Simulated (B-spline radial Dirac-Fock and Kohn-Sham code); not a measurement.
## X-ray emission lines of W

System: atomic tungsten in the configuration [Xe] 4f14 5d5 6s1 (an excited configuration).

Input file task.json (cfg lists n, l and occupation; rrms is the nuclear radius in fm):

```json
{"items": [{
  "Z": 74,
  "q": 0,
  "cfg": [[1, 0, 2], [2, 0, 2], [2, 1, 6], [3, 0, 2], [3, 1, 6], [3, 2, 10], [4, 0, 2], [4, 1, 6], [4, 2, 10], [4, 3, 14], [5, 0, 2], [5, 1, 6], [5, 2, 5], [6, 0, 1]],
  "A": 184,
  "rrms": 5.3658,
  "do": ["binding"]
}]}
```

Command: `python xray_run.py task.json out`

These are calculated numbers from an atomic code on a B-spline grid; the model is ΔSCF Dirac-Fock with Breit, self-energy and vacuum polarisation, finite nucleus, configuration average. A line energy is the difference of two single-hole energies; the list is a selection of electric-dipole transitions between resolved j subshells. The model has no electron correlation.

```tsv
line	energy (keV)	wavelength (Å)
K-O3	69.481	0.17844
K-O2	69.471	0.17847
Kβ2'	69.090	0.17945
Kβ2''	69.023	0.17963
Kβ1	67.236	0.18440
Kβ3	66.943	0.18521
Kα1	59.315	0.20903
Kα2	57.978	0.21385
Lγ4	12.067	1.0275
L1-O2	12.057	1.0283
Lγ3	11.677	1.0618
Lγ2	11.609	1.0680
```
